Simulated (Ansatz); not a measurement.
Start from `B[C](=C)[GaH][CH3]` and change one atom or group to get `BC(=C)Cl`.

Ansatz, PBE0-D4/def2-TZVP geometries, multiplicity 1. Each molecule was computed in one conformer, which needn't be the lowest.

Scalar relativity is left out up to krypton.

```
                                          property  `B[C](=C)[GaH][CH3]`
             HOMO–LUMO gap (B3LYP/def2-TZVPP) / eV                  5.42
               LUMO energy (B3LYP/def2-TZVPP) / eV                 -1.76
             LUMO energy (ωB97M-V/def2-TZVPP) / eV                  0.23
                 LUMO energy (PBE/def2-TZVPP) / eV                 -2.35
size of the dipole moment (ωB97M-V/def2-TZVPP) / D                  1.04
    size of the dipole moment (PBE/def2-TZVPP) / D                  1.13
```

**Question.** What does the change do to each property? (An estimate is asked.)

**Answer.** Ansatz gave: 
```tsv
property	`BC(=C)Cl`	shift
HOMO–LUMO gap (B3LYP/def2-TZVPP) / eV	4.96	-0.46
LUMO energy (B3LYP/def2-TZVPP) / eV	-2.68	-0.92
LUMO energy (ωB97M-V/def2-TZVPP) / eV	-0.44	-0.67
LUMO energy (PBE/def2-TZVPP) / eV	-3.45	-1.10
size of the dipole moment (ωB97M-V/def2-TZVPP) / D	1.75	0.71
size of the dipole moment (PBE/def2-TZVPP) / D	1.66	0.53
```

With PBE0 the HOMO falls by 0.50 eV and the LUMO falls by 0.98 eV, so the gap narrows by about 0.48 eV. PBE moves the HOMO by -0.49 eV and ωB97M-V by -0.53 eV. The zero-point energy changes by -107.2 kJ/mol with -15 modes. Dipoles are sizes alone; their direction can turn.

Positive LUMOs are unbound, so they and the gaps depend on the basis.

B3LYP here is the variant with VWN-RPA as its local correlation; programs differ in this.
